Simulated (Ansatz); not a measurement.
Calculated with Ansatz (gas phase, PBE0-D4/def2-TZVP geometries, no zero-point term in ΔE). CBS: MP2 limit from def2 TZ/QZ plus the TZ coupled-cluster correction, frozen cores. DFT in def2-TZVPP. B3LYP here is the variant with VWN-RPA as its local correlation; programs differ in this. Elements past krypton have def2 core potentials. For Y outer-core shells are correlated without core-valence functions, which leaves a few kJ/mol of doubt a bond. One conformer a species, not always the lowest.

`[CH3][Y]([NH2])[NH2]` + `C[SiH](Cl)CCl` → `[CH3][Y]([CH3])[NH2]` + `N[SiH](Cl)CCl`  (redistribution)

```csv
level,ΔE (kJ/mol),difference from CCSD(T)/CBS
PBE-D4,69.2,1.4
r2SCAN-D4,67.1,-0.7
PBE0-D4,67.2,-0.6
B3LYP-D4,67.2,-0.6
ωB97X-V,68.0,0.2
ωB97M-V,66.0,-1.8
B2PLYP,69.4,1.6
PBE,69.8,2.0
r2SCAN,67.1,-0.7
PBE0,67.7,-0.1
B3LYP,68.3,0.5
HF/def2-TZVPP,64.5,-3.3
MP2/def2-TZVPP,70.2,2.4
SCS-MP2/def2-TZVPP,70.3,2.5
CCSD/def2-TZVPP,67.6,-0.2
CCSD(T)/def2-TZVPP,68.4,0.6
HF/def2-QZVPP,64.5,-3.3
MP2/def2-QZVPP,69.8,2.0
SCS-MP2/def2-QZVPP,69.9,2.1
HF/CBS(def2),64.5,-3.3
MP2/CBS(def2),69.6,1.8
CCSD/CBS(def2),67.0,-0.8
CCSD(T)/CBS,67.8,0
```

Largest T1 diagnostic among the species: 0.012.

In def2-TZVPP, CCSD(T) changes the Hartree–Fock value by +3.9 kJ/mol (the triples alone add +0.7 kJ/mol) and MP2 by +5.7 kJ/mol.
